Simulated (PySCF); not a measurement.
A structure optimised at PBE0-D3(BJ)/def2-SVP, used in a PySCF frequency run:

```xyz
9

Sn     0.2421    -0.1171     0.3952
Cl    -0.5937     2.0357    -0.0472
Cl     1.7095    -0.6556    -1.3588
C     -1.4456    -1.3929     0.2993
C     -2.6565    -0.8971     0.0392
H      1.1906    -0.0262     1.8089
H     -1.2941    -2.4674     0.4518
H     -3.5367    -1.5473    -0.0238
H     -2.8216     0.1735    -0.1257
```

### Question
Write its SMILES and formula.

### Answer
C=[CH][SnH]([Cl])[Cl], C2H4Cl2Sn

### Question
What are its rotational constants (standard atomic weights)?

### Answer
1.9753, 1.4279, 1.0316 GHz
